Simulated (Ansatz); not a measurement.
Two isomers of C2H5NSSi: A = `[SiH3]SC1=CN1`, B = `C1=N[SiH2]CS1`.

Computed with Ansatz on PBE0-D4/def2-TZVP structures; ΔE is electronic, products minus reactants. CCSD(T)/CBS adds triple-zeta CCSD(T) − MP2 to the extrapolated MP2 energy (def2 sets, frozen cores). Functionals use def2-TZVPP. B3LYP here is the variant with VWN-RPA as its local correlation; programs differ in this. Each species was taken in one conformer, which may not be the lowest.

(1) Which isomer does CCSD(T)/CBS put lower? Give the gap. (An estimate is asked.)

(2) Give E(B) − E(A) in kcal/mol with B2PLYP, CCSD/def2-TZVPP, CCSD(T)/def2-TZVPP, B3LYP-D4, MP2/def2-TZVPP, B3LYP, PBE-D4. (An estimate is asked.)

Largest T1 diagnostic: 0.015.

Answers

(1) Ansatz gave: B, by 81.1 kcal/mol.

(2) Ansatz gave: B2PLYP -81.5, CCSD/def2-TZVPP -81.4, CCSD(T)/def2-TZVPP -81.1, B3LYP-D4 -81.1, MP2/def2-TZVPP -81.4, B3LYP -80.1, PBE-D4 -78.7. None reverses the order clearly.

In def2-TZVPP, CCSD(T) changes the Hartree–Fock value by +3.7 kcal/mol (the triples alone add +0.3 kcal/mol) and MP2 by +3.3 kcal/mol. From PBE to PBE0 (25 % exact exchange), in def2-TZVPP and without D4, E(B) − E(A) moves by −2.7 kcal/mol.
